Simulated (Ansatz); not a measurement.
Reaction (formal hydrolysis of a Ge–F bond): `[OH][Ge][F]` + H₂O → `[OH][Ge][OH]` + H–F

Program: Ansatz. Geometries: PBE0-D4/def2-TZVP. ΔE: electronic, gas phase. CBS: MP2 limit from def2 TZ/QZ plus the TZ coupled-cluster correction, frozen cores. This one scheme is used for every species. Functionals use def2-TZVPP. B3LYP here is the variant with VWN-RPA as its local correlation; programs differ in this. For Ge outer-core shells are correlated without core-valence functions, which leaves a few kJ/mol of doubt a bond. Scalar relativity is left out up to krypton. Each species was taken in one conformer, which may not be the lowest.

| level | ΔE (kJ/mol) | difference from CCSD(T)/CBS |
| --- | --- | --- |
| BLYP-D4 | 45.8 | 5.4 |
| r2SCANh-D4 | 44.9 | 4.5 |
| B3LYP | 47.9 | 7.5 |
| r2SCAN0 | 44.4 | 4.0 |
| BHLYP | 47.8 | 7.4 |
| CAM-B3LYP | 48.4 | 8.0 |
| LC-ωPBE | 47.6 | 7.2 |
| RPA@PBE/def2-TZVPP | 40.5 | 0.1 |
| MP2/def2-TZVPP | 36.9 | -3.5 |
| CCSD(T)/def2-TZVPP | 39.5 | -0.9 |
| CCSD(T)/CBS | 40.4 | 0 |

**Question.** What do rigid-rotor, harmonic-oscillator terms from PBE0-D4/def2-TZVP frequencies (298.15 K, 1 bar) make of the CCSD(T)/CBS value? (Estimate.)

**Answer.** Ansatz gave: ΔZPE = -2.6 kJ/mol, ΔH = +38.0 kJ/mol, ΔS = -14 J/(mol·K), ΔG = +42.1 kJ/mol.

Largest T1 diagnostic among the species: 0.015.

Leaving LDA and LC-ωPBE aside and taking each functional with its dispersion term where it has one, the values, not all of them listed here, spread over 8.1 kJ/mol, from PBE-QIDH to B97M-V. LDA lies −4.7 kJ/mol from PBE without D4. In def2-TZVPP, CCSD(T) changes the Hartree–Fock value by −9.5 kJ/mol (the triples alone add −1.3 kJ/mol) and MP2 by −12.1 kJ/mol. At CCSD(T), def2-SVP lies +5.9 kJ/mol from the extrapolated value and def2-TZVPP −0.9 kJ/mol.
